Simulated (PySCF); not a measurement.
As(OH)3, singlet: structure and spectrum

All numbers come from PBE0 in PySCF with As def2-SVP, O def2-SVP, H def2-SVP; no relativity; density-fitted integrals.

The structure is a minimum.

Coordinates in bohr (charge 0 multiplicity 1):
```
As    0.0000    0.0000   -0.7238
O     2.9131    0.2056    0.9815
O    -1.6346    2.4200    0.9815
O    -1.2785   -2.6256    0.9815
H     2.9011   -1.0778    2.2859
H    -0.5172    3.0514    2.2859
H    -2.3840   -1.9736    2.2859
```

| Quantity | Value |
| --- | --- |
| Point group | C3 |
| Bond lengths | As–O 1.790 Å (×3), O–H 0.968 Å (×3) |
| Bond angles | As–O–H 108.1° (×3), O–As–O 96.8° (×3) |
| Rotational symmetry number | 3 |
| Zero-point energy | 107.6 kJ/mol |
| Enthalpy at 298.15 K above 0 K | 18.60 kJ/mol |
| Principal polarisabilities | 31.2, 34.1, 34.1 bohr³ |
| Lowest empty level | 0.41 eV |
| Rotational constants | 0.1879, 0.1879, 0.1374 cm⁻¹ |
| Dipole moment | 1.60 D |
| Entropy at 298.15 K and 1 bar | 314.8 J/(mol K) |
| Principal quadrupole moments (Buckingham, traceless) about the centre of mass | -3.79, -3.79, 7.58 D Å |
| Highest occupied level | -7.81 eV |
| Heat capacity Cp at 298.15 K | 92.5 J/(mol K) |
| Atomisation energy without zero-point energy | 2321 kJ/mol |

Harmonic modes (masses in u: As 74.922, O 15.995, H 1.008):
| symmetry | ω (cm⁻¹) | IR (km/mol, summed over degenerate members) |
| --- | --- | --- |
| e | 151 | 121 |
| a | 306 | 64.4 |
| e | 308 | 79.4 |
| a | 425 | 95.9 |
| e | 670 | 275 |
| a | 705 | 60.7 |
| e | 921 | 204 |
| a | 952 | 7.4 |
| a | 3832 | 119 |
| e | 3835 | 126 |

In C3 the vibrations span 5e + 5a.

Charges (e):
```tsv
atom	Mulliken	Löwdin	polar tensor	Mayer order to As1
As1	0.88	0.63	1.50	–
O2,3,4	-0.48	-0.28	-0.77	0.97
H5,6,7	0.18	0.07	0.27	0.04
```
Other Mayer orders above 0.3: O–H 0.95 (×3).

Mulliken populations on As1: s 7.74, p 14.06, d 10.32.

Outer orbital energies (eV). occupied: -14.40, -12.00, -10.74, -10.74, -10.16, -9.00, -9.00, -7.81; empty: 0.41, 0.41, 1.43, 3.27.

Other isomers or separated fragments may lie lower. At this level a singlet minimum of C1 symmetry lies 3 kJ/mol below this structure.

The final relaxation and frequency run took of the order of 2.1 core-minutes on a shared host.
